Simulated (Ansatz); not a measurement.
Input for Ansatz (an electronic-structure program): R-CCSD(T)/def2-TZVPP on Br2Si (SMILES Br[Si]Br).

Ansatz 0.2 input:
```yaml
crystal:
  periodic: [false, false, false]
  atoms:
    - {symbol: Si, position_ang: [0.00525163, 0.00518070, -0.94828457]}
    - {symbol: Br, position_ang: [1.76575326, -0.00648470, 0.48384952]}
    - {symbol: Br, position_ang: [-1.77090489, 0.00130400, 0.46443505]}
basis:
  gaussian:
    orbitals: def2-TZVPP
magnetization: {spin_polarized: false}
correlation: {method: ccsd_t, electrons: outside_noble_gas}
scf: {lower_state_search: off}
```

Q: Predict the final total energy.

A: -5434.3110 hartree (reference determinant -5433.8378, T1 diagnostic 0.015).

Q: How many basis functions does it have, and what does it roughly cost on one machine?

A: 138 functions; very roughly 8 core-seconds.
